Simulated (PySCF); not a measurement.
Species: C₄H₁₀GeS.
SMILES: `C[S][GeH]1[CH2]C[CH2]1`

Torsions of this conformer, `[CH3:1][S:2][GeH:3]1[CH2:4][CH2:5][CH2:6]1`: C1–S2–Ge3–C4 173°.

The closed-shell ground state was solved at several levels (PySCF, density fitting, gas phase). One conformer (not necessarily the lowest) at the PBE0-D3(BJ)/def2-SVP geometry, without solvent, vibrations or thermal averaging. The calculation is non-relativistic and has no spin–orbit coupling, an omission that weighs most on germanium.

| level | basis functions | total energy (Eh) | HOMO (eV) | LUMO (eV) | gap (eV) | dipole (D) |
| --- | --- | --- | --- | --- | --- | --- |
| PBE0/pcSseg-1 | 183 | -2632.7860 | -6.62 | 0.24 | 6.86 | 1.47 |
| KT3/pcSseg-1 | 183 | -2646.8082 | -5.51 | -0.65 | 4.86 | 1.34 |

(1) Estimate the row for PBE0/def2-SVPD, a basis of 225 functions; the other rows only guide the guess.

(2) Over all these levels, which gives the widest orbital gap and which the narrowest?

(3) How far do the dipole and the HOMO energy spread over the levels?

Answers

(1) Total energy -2632.5626 Eh, HOMO -6.60 eV, LUMO 0.01 eV, gap 6.61 eV, dipole 1.43 D.

(2) PBE0/pcSseg-1 (global hybrid, 25 % exact exchange) has the widest, 6.86 eV, and KT3/pcSseg-1 (GGA) the narrowest, 4.86 eV. The two share the basis. From the narrowest to the widest the HOMO moves by -1.11 eV and the LUMO by +0.89 eV.

(3) The dipole runs from 1.34 to 1.47 D (mean 1.41 D) and the HOMO from -6.62 to -5.51 eV.
